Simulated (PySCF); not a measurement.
Work out the structure from these simulated measurements.

Formula: C2H8SSi2.

- Rotational structure: rotational constants A, B, C: 3.299, 1.384, 1.196 GHz [PBE0-D3(BJ)/def2-SVP]
- Valence photoelectron: vertical ionisation energy: 8.41 eV [ΔSCF CAM-B3LYP/def2-SVPD]
- 13C NMR: chemical shifts (computed TMS as zero) by class: 323.1 (1 C), 53.1 (1 C) ppm [GIAO PBE0/pcSseg-1]
- Polarisability: 105.5 au [CAM-B3LYP/def2-SVPD]
- UV, first state: lowest singlet excitation: 2.14 eV (578 nm, f = 0.000) [TDDFT CAM-B3LYP/def2-SVPD]
- UV, strongest line: among the 10 lowest singlet transitions: S2 at 5.04 eV (246 nm, f = 0.142) [TDDFT CAM-B3LYP/def2-SVPD]

Gas-phase values; electronic properties from PySCF, density fitting. Levels stand in brackets. One conformer (not necessarily the lowest) at the PBE0-D3(BJ)/def2-SVP geometry, without solvent, vibrations or thermal averaging. NMR values are class means; diastereotopic atoms form classes of their own.

Q: What is the compound? Reason from the data.

A: Numbering: `[CH3:1][C:2](=[S:3])[SiH2:4][SiH3:5]`. Its formula, C2H8SSi2, gives 1 degree of unsaturation: 0 rings and 1 π bond in the structure found. 2 carbons fall into 2 classes; from least to most shielded: thiocarbonyl carbon [C2] (323.1 ppm), methyl carbon [C1] (53.1 ppm). S1 is mainly HOMO→LUMO (weight 0.99); the largest Löwdin shares of the orbital it empties are 0.70 on the thiocarbonyl sulfur, 0.15 on the thiocarbonyl carbon, 0.07 on the SiH2 silicon and 0.04 on the methyl carbon, of the orbital it fills 0.40 on the thiocarbonyl sulfur, 0.38 on the thiocarbonyl carbon, 0.06 on the methyl carbon and 0.05 on the SiH2 silicon. The optimised geometry has point group C1 and is an asymmetric top. Structure: `CC(=S)[SiH2][SiH3]`. The assignments are read from this structure; whether some other isomer fits the data as well wasn't checked.

The values belong to the conformer `[CH3:1][C:2](=[S:3])[SiH2:4][SiH3:5]`: C1–C2–Si4–Si5 -105°.
